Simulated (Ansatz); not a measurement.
CHClFNSi (`N#C[SiH](F)Cl`), relaxed with RKS PBE0-D4/def2-TZVP in Ansatz 0.2.0 from a PBE-D4/def2-SVP geometry. The force threshold is 0.005 eV/Å; the program also tests the step.

Total charge 0; spin multiplicity 1.

Start:

```xyz
6

N     0.393   -1.700    1.769
C     0.243   -0.870    0.954
Si   -0.030    0.439   -0.329
F     1.261    0.416   -1.313
Cl   -1.713   -0.067   -1.380
H    -0.155    1.781    0.298
```

(1) How much energy does the relaxation release, and in how many steps? (Estimate.)

(2) Which bonds change most? (Best estimate.)

(3) Give the relaxed structure. (Best estimate.)

Results:

(1) Computed: 7.82 kJ/mol, in 6 steps.

(2) The calculation gave: Si3–F4 from 1.624 to 1.579 Å; Si3–Cl5 from 2.048 to 2.016 Å; N1–C2 from 1.173 to 1.151 Å; Si3–H6 from 1.486 to 1.467 Å.

(3) Computed: 
```xyz
6

N     0.399   -1.661    1.762
C     0.243   -0.873    0.938
Si   -0.028    0.427   -0.335
F     1.230    0.409   -1.289
Cl   -1.689   -0.045   -1.376
H    -0.156    1.743    0.301
```
